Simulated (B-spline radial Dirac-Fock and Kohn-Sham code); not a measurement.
## Form factor and incoherent scattering function of Ar¹⁶⁺

System: argon as Ar¹⁶⁺, configuration 1s2.

Input of the calculation (task.json; shells as n, l, electrons):

```json
{"items": [{
  "Z": 18,
  "q": 16,
  "cfg": [[1, 0, 2]],
  "A": 40,
  "rrms": 3.4274,
  "do": ["scatter"],
  "s": [0.0, 0.07, 0.09, 0.11, 0.13, 0.16, 0.2, 0.24, 0.29, 0.35, 0.42, 0.51, 0.62, 0.75, 0.91, 1.1, 1.33, 1.62, 1.96, 2.38, 2.88, 3.49, 4.23],
  "pz": [0, 0.1, 0.2, 0.3, 0.4, 0.5, 0.6, 0.8, 1.0, 1.2, 1.4, 1.6, 1.8, 2.0, 2.5, 3.0, 4.0, 5.0, 7.0, 10.0, 15.0, 20.0, 30.0, 40.0, 60.0, 100.0],
  "hv_scatter": [1000, 2000, 10000, 17479.3, 20000, 50000, 500000, 1000000]
}]}
```

Command: `python xray_run.py task.json out`

Method: relativistic Hartree-Fock (Dirac-Fock) wave functions, averaged over the configuration. Computed with a B-spline atomic structure program. f₀ is the Fourier transform of the spherical electron density, S the Waller-Hartree incoherent function, and s = sin θ/λ. The electron scattering factor follows from the Mott-Bethe formula f_e = 0.023934 Å⁻¹·(Z − f₀)/s².

```csv
s (Å⁻¹),f₀,S,f_e (Å)
0,2.000,0.000,–
0.07,1.999,0.001,78.155
0.09,1.999,0.002,47.280
0.11,1.998,0.003,31.652
0.13,1.998,0.005,22.663
0.16,1.996,0.007,14.962
0.2,1.994,0.011,9.577
0.24,1.992,0.016,6.652
0.29,1.988,0.024,4.557
0.35,1.983,0.034,3.129
0.42,1.975,0.049,2.174
0.51,1.964,0.072,1.476
0.62,1.947,0.105,1.000
0.75,1.923,0.151,0.684
0.91,1.888,0.218,0.466
1.1,1.839,0.308,0.320
1.33,1.772,0.430,0.220
1.62,1.675,0.597,0.149
1.96,1.551,0.797,0.102
2.38,1.390,1.034,0.070
2.88,1.199,1.282,0.048
3.49,0.981,1.518,0.033
4.23,0.756,1.714,0.023
```

f₀ starts at the number of electrons, 2, and has fallen to half at s ≈ 3.44 Å⁻¹. The sum of ⟨r²⟩ over the electrons is 0.01918 bohr². For an ion f_e diverges as s goes to zero, because of the net charge.
